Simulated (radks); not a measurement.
Spherical quantum dot in the effective-mass picture: electrons in a hard-walled sphere of radius 8.96, with a point charge +1 (a donor) at the centre, all in effective atomic units (hartree* = m*/eps^2 hartree, bohr* = eps/m* bohr), one dielectric constant everywhere. Method: non-relativistic Kohn-Sham, LDA (Slater exchange, Perdew-Wang correlation), spin-polarised, spherical densities; computed with a radial shooting solver with Libxc functionals. Levels are named by radial order and angular momentum (1s, 1p, 1d, 2s, ...), and open shells are averaged over m.

N = 26, configuration 1s2 1p6 1d10 2s(up 1, down 0) 1f(up 7, down 0). This is the lowest configuration that the search found. Occupied and some empty levels:

level    occupation  eigenvalue (hartree*)  <r> (bohr*)
1s up             1                 3.3280        6.635
1p up             3                 3.3533        6.850
1s down           1                 3.3564        6.732
1p down           3                 3.3808        6.831
1d up             5                 3.3989        6.929
2s up             1                 3.4244        1.845
1d down           5                 3.4267        6.915
1f up             7                 3.4647        7.008
1f down           0                 3.4928        6.998
1g up             0                 3.5497        7.084
2s down           0                 3.5622        2.380
1g down           0                 3.5781        7.078
2p up             0                 3.7318        4.430
2p down           0                 3.7561        4.574
2d up             0                 3.8606        5.125
2d down           0                 3.8783        5.143

Energy (hartree*): total 44.0432, kinetic 7.8891, external -4.6512, Hartree 46.323, exchange-correlation -5.5172.
